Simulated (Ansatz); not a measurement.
propane (C3H8), singlet, at a GFN2-xTB geometry. Base run: BLYP/STO-3G in Ansatz (a program for electronic structure).

Input for Ansatz:
Ansatz 0.2 input:
```yaml
crystal:
  periodic: [false, false, false]
  atoms:
    - {symbol: C, position_ang: [0.00019816, -0.00959544, 0.59262286]}
    - {symbol: C, position_ang: [0.00203840, 1.26473711, -0.24264066]}
    - {symbol: C, position_ang: [-0.00221431, -1.25621880, -0.28345724]}
    - {symbol: H, position_ang: [-0.88125307, -0.01855469, 1.23781232]}
    - {symbol: H, position_ang: [0.88208063, -0.02151901, 1.23717471]}
    - {symbol: H, position_ang: [0.00374846, 2.14435597, 0.39712642]}
    - {symbol: H, position_ang: [-0.00350616, -2.15608872, 0.32749829]}
    - {symbol: H, position_ang: [0.88367895, 1.30120929, -0.87915334]}
    - {symbol: H, position_ang: [-0.87993462, 1.30417409, -0.87851563]}
    - {symbol: H, position_ang: [-0.88428061, -1.27207466, -0.92022745]}
    - {symbol: H, position_ang: [0.87933296, -1.27503946, -0.92086516]}
basis:
  gaussian:
    orbitals: STO-3G
hamiltonian:
  xc: blyp
```

The base run was repeated with changes; each row names its change, and settings that it needs were set with it.

```
change                                                        ΔE vs base (eV)
------------------------------------------------------------  ---------------
base                                                                     0.00
occupation = up:A1:6 A2:1 B1:2 B2:4 down:A1:6 A2:1 B1:2 B2:4             0.00
occupation = up:A1:7 A2:1 B1:1 B2:4 down:A1:7 A2:1 B1:1 B2:4            33.41
symmetry_tolerance_ang = 0.01                                            0.00
occupation = up:A1:6 A2:2 B1:1 B2:4 down:A1:6 A2:2 B1:1 B2:4            37.78
occupation = up:A1:7 A2:1 B1:2 B2:3 down:A1:7 A2:1 B1:2 B2:3            32.50
occupation = up:A1:6 A2:1 B1:3 B2:3 down:A1:6 A2:1 B1:3 B2:3            34.66
```
